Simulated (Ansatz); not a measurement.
A CCSD(T) single point on AlBH7NSi, SMILES `[BH2][Al]([NH2])[SiH3]`.

```yaml
crystal:
  periodic: [false, false, false]
  atoms:
    - {symbol: B, position_ang: [-1.581857, 1.632321, 0.525461]}
    - {symbol: Al, position_ang: [-0.089031, 0.126476, 0.393655]}
    - {symbol: N, position_ang: [0.698792, -0.523229, 1.843688]}
    - {symbol: Si, position_ang: [0.673282, -0.837913, -1.741268]}
    - {symbol: H, position_ang: [-2.752298, 1.381718, 0.612612]}
    - {symbol: H, position_ang: [-1.329390, 2.803905, 0.461209]}
    - {symbol: H, position_ang: [1.411151, -1.235667, 1.826463]}
    - {symbol: H, position_ang: [0.510597, -0.246418, 2.793721]}
    - {symbol: H, position_ang: [1.229927, 0.204288, -2.654395]}
    - {symbol: H, position_ang: [-0.443482, -1.493830, -2.484534]}
    - {symbol: H, position_ang: [1.737810, -1.868550, -1.556012]}
basis:
  gaussian: {orbitals: def2-TZVPP}
correlation: {method: ccsd_t}
output: {orbitals: {seedname: orbitals}}
```

```sh
$ ansatz run in.yaml --threads 2 --pin off --events-out ev --progress --plain --max-ram 4352MiB
```

Output of Ansatz, abridged:

```
Functional definition: HF
1407 factors; integrals over basis functions are off by at most 1.2e-3 eV
mean field evaluation 1: about -16706.4461 eV, gradient 3.9e1 eV
mean field evaluation 2: about -16706.5656 eV, gradient 3.9e1 eV
mean field evaluation 4: about -16710.5317 eV, gradient 3.7e0 eV
mean field evaluation 8: about -16710.6142 eV, gradient 1.7e-1 eV
mean field evaluation 16: about -16710.6146 eV, gradient 1.4e-6 eV
mean field -16710.61458022 eV, -614.1037589619 hartree, gradient 1.4e-6 eV, S^2 0.000000; 0 other end points of the search recorded, 0 dependent functions left out
12 core orbitals not correlated: weight in the atoms' cores, before any rotation towards them, 1.000 or more for the frozen orbitals, at most 0.000 for the correlated occupied ones
reference -16710.61458022 eV, -614.1037589619 hartree; 11, 11 occupied and 221, 221 virtual orbitals, 1407 factors
second order -14.10225432 eV of doubles, -0.00000000 eV of singles
cycle   1  -15.16207985 eV  change    -1.1e0 eV  update   9.2e-2
cycle   2  -15.64772099 eV  change   -4.9e-1 eV  update   3.1e-2
cycle   3  -15.71736146 eV  change   -7.0e-2 eV  update   1.4e-2
cycle   4  -15.71023039 eV  change    7.1e-3 eV  update   4.5e-3
cycle   5  -15.70980175 eV  change    4.3e-4 eV  update   2.1e-3
cycle   6  -15.70952144 eV  change    2.8e-4 eV  update   7.1e-4
cycle   7  -15.70932833 eV  change    1.9e-4 eV  update   2.8e-4
cycle   8  -15.70940982 eV  change   -8.1e-5 eV  update   1.4e-4
cycle   9  -15.70945618 eV  change   -4.6e-5 eV  update   6.3e-5
cycle  10  -15.70941727 eV  change    3.9e-5 eV  update   3.4e-5
cycle  11  -15.70942279 eV  change   -5.5e-6 eV  update   1.9e-5
perturbative correction -0.55150307 eV, -0.0202673640 hartree
Total energy: -16726.87550609 eV, -614.7013369653 hartree
```

Run time 12 min (2 threads of an Arm Neoverse V1 on a shared host); peak host memory 1.9 GiB.

Correlation energy per correlated electron: -0.739 eV. T1 diagnostic: 0.0127.
